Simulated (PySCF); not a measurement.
## Core-level binding energies of `C=C(C)[SiH2][GeH2][GeH3]`

C₃H₁₂Ge₂Si.
Structure used (PBE0-D3(BJ)/def2-SVP), in Å, numbered top down from 1:
```
atom  x, y, z in Å
C1    -1.2912    0.0895    1.3282
C2    -1.4730   -0.2573    0.0459
C3    -2.6507   -1.0787   -0.3971
Si4   -0.2549    0.2954   -1.2840
Ge5    1.6596    1.3561   -0.3495
Ge6    2.8553   -0.1642    1.1154
H7    -0.4409    0.6931    1.6613
H8    -1.9975   -0.2188    2.1095
H9    -2.3260   -1.9982   -0.9119
H10   -3.2882   -1.3674    0.4531
H11   -3.2732   -0.5214   -1.1174
H12   -0.9452    1.2055   -2.2551
H13    0.2052   -0.8974   -2.0674
H14    1.2676    2.6200    0.4443
H15    2.6066    1.7948   -1.4862
H16    4.2681    0.3621    1.4325
H17    2.0901   -0.3423    2.4404
H18    2.9845   -1.5434    0.4411
```

Level of theory: delta-SCF UKS SCAN, pcX-2 on the ionised atom, pcseg-1 elsewhere, spin-free X2C (PySCF 2.14.0). Each binding energy is the total energy of the core-ionised species, with the hole localised on one atom, minus that of the ground state; both are solved self-consistently, so orbital relaxation is included.

Problem. What binding energy does each computed site have?

Solution. 
```tsv
atom(s)	environment	level	binding energy (eV)	2p1/2 (eV)	above the level's lowest (eV)	count
C1	terminal =CH2 carbon	C 1s	290.06	–	0.00	1
C2	fully substituted alkene carbon	C 1s	290.16	–	+0.10	1
C3	allylic carbon	C 1s	290.76	–	+0.70	1
Si4	SiH2 silicon	Si 2p3/2	106.17	106.79	0.00	1
Si4	SiH2 silicon	Si 1s	1845.92	–	0.00	1
```

Lowest listed C 1s: C1, bonded to C (double bond) and 2 H. Highest, 0.70 eV above it: C3, bonded to C and 3 H. The widest gap between neighbouring values is 0.60 eV, between 290.16 and 290.76 eV.

Problem. Which photon wavelength matches the C 1s of C2 threshold?

Solution. λ = hc/E = 12398.42 eV Å / 290.16 eV = 42.730 Å.

Problem. Which effective nuclear charge Zeff reproduces each element's mean 1s value in the hydrogen-like formula E = 13.606 eV × Zeff²?

Solution. C (Z = 6): mean 290.3 eV, Zeff = 4.62, Z − Zeff = 1.38; Si (Z = 14): mean 1845.9 eV, Zeff = 11.65, Z − Zeff = 2.35. Means run over the listed sites, weighted by atom count.

Spin–orbit coupling isn't in the SCF: each 2p doublet comes from a relaxed spin-free hole plus a matrix of the shell (mean-field spin–orbit coupling and the ground-state 2p splitting), with 2p3/2 averaged over its two sublevels. 2p1/2 minus 2p3/2 (ligand field included): Si 0.62 eV. No level of germanium is listed. Geometry: PBE0-D3(BJ)/def2-SVP, one conformer, isolated molecule.

The run took 74 s wall on one thread of an Arm Neoverse V2, no GPU, shared host with 96 logical CPUs at a one-minute load of 63, and the process peaked at 0.85 GiB of memory.
